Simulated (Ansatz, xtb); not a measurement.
**Relative energy of two isomers of C6H6S2**

We compare I, `Sc1ccc(S)cc1`, a singlet, with II, `Sc1cccc(S)c1`, a singlet. Both are isolated molecules in the gas phase, relaxed with r2SCAN-D4/def2-SVP; the shapes shown needn't be the lowest conformers.

I (Å):

```xyz
14

C    -0.9695    0.7757    0.1510
C     0.4157    0.5651    0.0413
C     0.9267   -0.7169   -0.1449
C     0.0675   -1.8262   -0.2262
C    -1.3154   -1.6163   -0.1161
C    -1.8275   -0.3315    0.0696
S    -1.5399    2.4362    0.3851
S     0.7956   -3.4235   -0.4625
H    -2.8558    2.1400    0.4397
H     1.1038    1.4135    0.1020
H     2.0086   -0.8566   -0.2282
H    -0.3620   -4.1176   -0.4859
H    -2.0087   -2.4607   -0.1751
H    -2.9104   -0.1982    0.1513
```

II (Å):

```yaml
atoms:
  - { symbol: C, position_ang: [-1.5866, 0.3106, 0.1003] }
  - { symbol: C, position_ang: [-0.3066, 0.8655, -0.0652] }
  - { symbol: C, position_ang: [0.7918, 0.0169, -0.2110] }
  - { symbol: C, position_ang: [0.6446, -1.3709, -0.1954] }
  - { symbol: C, position_ang: [-0.6359, -1.9245, -0.0298] }
  - { symbol: C, position_ang: [-1.7481, -1.0826, 0.1175] }
  - { symbol: S, position_ang: [-3.0440, 1.2971, 0.2931] }
  - { symbol: S, position_ang: [-0.9312, -3.6697, 0.0040] }
  - { symbol: H, position_ang: [-2.4266, 2.4952, 0.2153] }
  - { symbol: H, position_ang: [-0.1689, 1.9499, -0.0801] }
  - { symbol: H, position_ang: [1.7888, 0.4485, -0.3402] }
  - { symbol: H, position_ang: [1.5186, -2.0174, -0.3109] }
  - { symbol: H, position_ang: [0.3547, -4.0437, -0.1665] }
  - { symbol: H, position_ang: [-2.7453, -1.5143, 0.2462] }
```

Energies in hartree; the thermal terms are from GFN2-xTB frequencies at re-optimised GFN2-xTB minima (ideal gas, soft modes damped towards free rotors, one conformer each, 298.15 K, 1 atm) and include the zero-point energy:

```
                               I            II
E, CCSD(T)/def2-SVP  −1026.483306  −1026.483841
    E, MP2/def2-SVP  −1026.378153  −1026.378583
  E, MP2/def2-TZVPP  −1027.159760  −1027.160348
  zero-point energy      0.094477      0.094502
       H(298 K) − E      0.103649      0.103632
       G(298 K) − E      0.061995      0.062039
```

Question: Correct the CCSD(T) difference for the basis set by the MP2 change, then work out ΔE, ΔE₀, ΔH and ΔG for I → II in kJ/mol (1 Eh = 2625.50 kJ/mol) and the equilibrium ratio [II]/[I].

Answer: 1. Differences II − I: CCSD(T) −0.000535, MP2 in the small set −0.000430, MP2 in the large set −0.000588 Eh.
2. ΔE = −0.000535 + (−0.000588 − (−0.000430)) = −0.000693 Eh = −1.82 kJ/mol.
3. ΔE₀ = ΔE + ΔZPE = −0.000693 + (+0.000025) Eh = −1.75 kJ/mol.
4. ΔH = ΔE + (−0.000017) Eh = −1.86 kJ/mol.
5. ΔG = ΔE + (+0.000044) Eh = −1.70 kJ/mol, so ΔS = (ΔH − ΔG)/T = −0.5 J/(mol K).
6. kT = 0.9442 mEh, so K = [II]/[I] = exp(−ΔG/kT) = exp(+0.69) ≈ 2.

The two are too close for this level to say which is favoured. An error of 4 kJ/mol in ΔG would change K by a factor of 5. Mirror images and further conformers aren't counted.

As drawn, both hold the same kinds of bond in the same numbers.

Other levels gave ΔE = −0.7 (GFN2-xTB); −2.7 (HF/STO-3G, GFN2-xTB geometries); −2.7 (r2SCAN-D4/def2-SVP//GFN2-xTB); −2.2 (r2SCAN-D4/def2-SVP); −1.6 (HF/def2-SVP); −1.1 (MP2/def2-SVP); −1.4 (CCSD(T)/def2-SVP) kJ/mol. The correlated steps freeze 16 core orbitals. Programs: Ansatz 0.2.0, xtb 6.7.1.
